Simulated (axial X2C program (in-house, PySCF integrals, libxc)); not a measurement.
# Which molecule has these constants?

Computed with an in-house all-electron X2C program for linear molecules (integrals from PySCF), spin-free (one-electron X2C) or two-component (2c: spin–orbit coupling with atomic mean-field Coulomb and Gaunt terms, which also bring small scalar terms), in Dyall basis sets with cores contracted in-house; open shells are unrestricted.

A two-component PBE0 calculation in a Dyall 3-zeta basis gave Re = 2.669 Å, ωe = 198.1 cm⁻¹, dipole magnitude 1.50 D, Ω = 3.

Problem. Which molecule is it?
A. CaNi
B. BeNi
C. MgNi

Solution. A. The others have BeNi 2.037 Å and 495.6 cm⁻¹ (Ω = 3); MgNi 2.466 Å and 249.1 cm⁻¹ (Ω = 3).

Each entry is the lowest single determinant of a limited PBE0 search at one distance. De goes to single-determinant-based atoms at the same level (for ions the charge split of lowest energy) and is withheld (n/a) where an atom does not fit its ground term or J level. Main or longest-lived isotopes. One determinant is a doubtful description, or other states lie close, for CaNi, BeNi, MgNi; these need not be ground states, and all values refer to the states named. With several unpaired electrons the Ω given is that of one determinant, not necessarily of the lowest component. The functionals have no current term, which raises determinants with orbital currents.
